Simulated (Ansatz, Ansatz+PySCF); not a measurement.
```tsv
atom	x (Å)	y (Å)	z (Å)
H	0.0000	0.0000	-1.3826
Br	0.0000	0.0000	0.0395
```

Basis set: def2-SVP (spherical functions). Frozen core: 9 orbitals. Charge 0, multiplicity 1.

Computed with Ansatz (development build ahead of 0.2.0); each method stands on the lowest determinant of its kind that the runs found. Restricted open shells among the atoms or ions are ROHF, correlated in semicanonical orbitals with singles. Restricted functionals stand beside restricted open-shell atoms, which can lie above the unrestricted atoms usual in DFT and then raise those values.

(1) Give the atomization energy at this shape (free ground-state atoms in the same class of orbitals less the molecule, no zero-point energy) of singlet HBr by ωB97X (restricted), ωB97X (unrestricted), r²SCAN (restricted), r²SCAN (unrestricted), PBE0 (restricted), PBE0 (unrestricted), PBE (unrestricted), RHF-CCSD(T), RHF-MP2, RHF, UHF.

Answers

(1)

```tsv
method	atomization energy
ωB97X (restricted)	3.95 eV
ωB97X (unrestricted)	3.93 eV
r²SCAN (restricted)	4.06 eV
r²SCAN (unrestricted)	4.02 eV
PBE0 (restricted)	3.98 eV
PBE0 (unrestricted)	3.95 eV
PBE (unrestricted)	4.01 eV
RHF-CCSD(T)	3.81 eV
RHF-MP2	3.74 eV
RHF	2.91 eV
UHF	2.81 eV
```
